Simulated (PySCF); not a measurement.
Low-lying terms of Kr (krypton, neutral)

Ground state [Kr], ¹S. Computed with PySCF 2.14 in aug-cc-pVQZ-PP with ECP10MDF, with a scalar-relativistic core potential. Vertical excitation energies in eV without spin-orbit coupling; excited terms of each kind are numbered among those the solver found. Frozen: 3s2 3p6.

```
 term  leading excitation  EOM-EE-CCSD
1 3P°              4p → s       10.233
1 1P°              4p → s       10.504
 1 3S              4p → p       11.504
 1 3D              4p → p       11.789
 1 1D              4p → p       11.866
 1 1P              4p → p       11.953
 1 3P              4p → p       11.956
 1 1S              4p → p       12.272
2 3P°              4p → d       12.933
1 3F°              4p → d       13.264
1 1F°              4p → d       13.713
1 1D°              4p → d       13.799
```

Only the lower part of the computed list is shown. The solver can miss terms. Rydberg members are limited by the diffuse functions of the basis.
